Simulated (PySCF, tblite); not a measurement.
Species: C7H11NSi.
Numbering: `[CH2:1]=[N:2][C:3]1=[CH:4][SiH2:5][C@H:6]2[CH2:7][C@@H:8]1[CH2:9]2` (hydrogens: H10, H11 on C1; H12 on C4; H13, H14 on Si5; H15 on C6; H16, H17 on C7; H18 on C8; H19, H20 on C9)

Cartesian coordinates in Å at the GFN2-xTB level; atoms count from 1:
```xyz
20
C7H11NSi angstrom
C      3.2474   -0.2883   -0.4047
N      2.1108   -0.4152   -0.9182
C      0.9298   -0.0101   -0.3445
C      0.7037    1.2402    0.0936
Si    -1.0231    1.6966    0.6451
C     -1.8579    0.0172    0.3442
C     -1.4363   -0.4802   -1.0469
C     -0.1646   -1.0390   -0.3829
C     -0.9486   -1.0686    0.9396
H      3.4295    0.0959    0.6027
H      4.1092   -0.5929   -0.9817
H      1.5153    1.9542    0.0599
H     -1.6422    2.7447   -0.1738
H     -1.0611    2.0474    2.0708
H     -2.9186   -0.0470    0.5833
H     -2.0775   -1.2785   -1.4207
H     -1.2891    0.2615   -1.8309
H      0.2229   -1.9857   -0.7627
H     -1.4634   -2.0189    1.0817
H     -0.3912   -0.8228    1.8432
```

Theory: PBE0/pcSseg-1 in PySCF (dipole) on a GFN2-xTB geometry, gas phase.

Masses are those of the commonest isotopes; rigid-rotor values at the optimised geometry. The values belong to one conformer with, in the numbering `[CH2:1]=[N:2][C:3]1=[CH:4][SiH2:5][C@H:6]2[CH2:7][C@@H:8]1[CH2:9]2`, C1–N2–C3–C4 54°.

Task: What are A, B and C (cm⁻¹)?

Result: Ia = 200.33, Ib = 434.23, Ic = 542.94 u·Å²; 505379 MHz·u·Å²/I gives 2523, 1164 and 930.8 MHz, that is A = 0.08415, B = 0.03882, C = 0.03105 cm⁻¹.

Task: Classify the top.

Result: An asymmetric top. Ray's parameter κ = (2B − A − C)/(A − C) = -0.707; −1 is the prolate and +1 the oblate limit.

Task: Is it planar, by Δ = Ic − Ia − Ib?

Result: Not planar: Δ = Ic − Ia − Ib = -91.62 u·Å². For a rigid frame Δ = −2 Σ m c², so Σ m c² = 45.81 u·Å² lies off the ab plane: 15.73 from hydrogen and 30.08 from heavier atoms. The atom farthest from that plane is 1.99 Å away.

Task: Predict some low-J microwave lines.

Result: The dipole components are |μa| = 0.73 D, |μb| = 0.13 D, |μc| = 0.97 D. The squared components, which scale the intensities, stand as 0.57 : 0.02 : 1.00 (a : b : c). Some lines, for components of 0.1 D or more:

| type | branch | J(Ka,Kc) | MHz | lower level (cm⁻¹) |
| --- | --- | --- | --- | --- |
| a | Q | 4(2,2) ← 4(2,3) | 389 | 0.895 |
| a | Q | 2(1,1) ← 2(1,2) | 699 | 0.247 |
| c | Q | 3(1,3) ← 3(0,3) | 895 | 0.415 |
| b | R | 4(2,2) ← 3(3,1) | 1353 | 0.863 |
| a | Q | 3(1,2) ← 3(1,3) | 1396 | 0.445 |
| b | Q | 1(1,0) ← 1(0,1) | 1592 | 0.070 |
| b | R | 3(1,2) ← 2(2,1) | 2538 | 0.406 |
| b | R | 2(0,2) ← 1(1,1) | 2803 | 0.115 |
| c | Q | 3(2,2) ← 3(1,2) | 3746 | 0.491 |
| a | R | 2(1,1) ← 1(1,0) | 4422 | 0.123 |
| b | R | 4(1,3) ← 3(2,2) | 5038 | 0.616 |
| b | Q | 4(2,3) ← 4(1,4) | 5636 | 0.707 |
| c | R | 2(1,1) ← 1(0,1) | 6014 | 0.070 |
| b | R | 4(0,4) ← 3(1,3) | 7229 | 0.445 |
| c | Q | 3(3,1) ← 3(2,1) | 7259 | 0.621 |
| c | R | 3(2,1) ← 2(1,1) | 10496 | 0.270 |
| c | R | 3(2,2) ← 2(1,2) | 11060 | 0.247 |
| c | R | 4(2,2) ← 3(1,2) | 12492 | 0.491 |
| c | R | 4(3,1) ← 3(2,1) | 15701 | 0.621 |

Task: Estimate the classical rotational partition function at 50 K, 100 K and 500 K.

Result: Point group C1, symmetry number σ = 1; q = (√π/σ)·√((kT/h)³/(ABC)), k/h = 20836.6 MHz/K: 36100 at 50 K, 102000 at 100 K, 1140000 at 500 K.

Its GFN2-xTB frequencies are all real (lowest 92 cm⁻¹). Zero-point vibration and centrifugal distortion are left out. Quadrupole hyperfine structure (14N) is left out.
